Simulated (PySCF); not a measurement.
# KP: frontier orbitals

TPSSh at R = 3.037 Å; K aug-pcseg-1, P aug-pcseg-1; no relativity (PySCF 2.14). State: ³Σ⁻ (triplet), unpaired electrons π ↑↑. Only the outer orbitals are listed, counted within each symmetry.

| spin | orbital | occ. | ε (eV) | on K (%) | main shells (%) |
| --- | --- | --- | --- | --- | --- |
| α | 7σ | 1 | -36.85 | 100 | 100 K s |
| α | 3π | 1 | -20.00 | 100 | 100 K p |
| α | 3π | 1 | -20.00 | 100 | 100 K p |
| α | 8σ | 1 | -19.87 | 99 | 99 K p |
| α | 9σ | 1 | -12.83 | 0 | 100 P s |
| α | 4π | 1 | -4.59 | 2 | 98 P p |
| α | 4π | 1 | -4.59 | 2 | 98 P p |
| α | 10σ | 1 | -3.94 | 5 | 94 P p |
| α | 11σ | 0 | -1.58 | 99 | 81 K s, 18 K p |
| α | 5π | 0 | -0.32 | 99 | 89 K p, 10 K d |
| α | 5π | 0 | -0.32 | 99 | 89 K p, 10 K d |
| β | 7σ | 1 | -36.85 | 100 | 100 K s |
| β | 3π | 1 | -20.00 | 100 | 100 K p |
| β | 3π | 1 | -20.00 | 100 | 100 K p |
| β | 8σ | 1 | -19.87 | 100 | 100 K p |
| β | 9σ | 1 | -10.64 | 1 | 99 P s |
| β | 10σ | 1 | -3.34 | 15 | 84 P p, 13 K s |
| β | 4π | 0 | -1.67 | 10 | 89 P p |
| β | 4π | 0 | -1.67 | 10 | 89 P p |
| β | 11σ | 0 | -1.58 | 97 | 75 K s, 21 K p |

Question: Which are the highest filled and the lowest empty level, where do they sit, and how wide is the gap?

Answer: Highest filled β 10σ at -3.34 eV (in %: 84 P p, 13 K s); lowest empty β 4π at -1.67 eV (in %: 89 P p); the gap at TPSSh is 1.67 eV.

- bond order (Mayer): 0.41
- ⟨S²⟩: 2.014
- charge on K (Mulliken, basis-dependent): 0.76
- charge on K (Löwdin, basis-dependent): 0.53
- dipole moment (positive dipole means K(−)P(+)): -9.44 D

The state is the lowest determinant that a PBE0 search found; another state may lie lower at other levels.
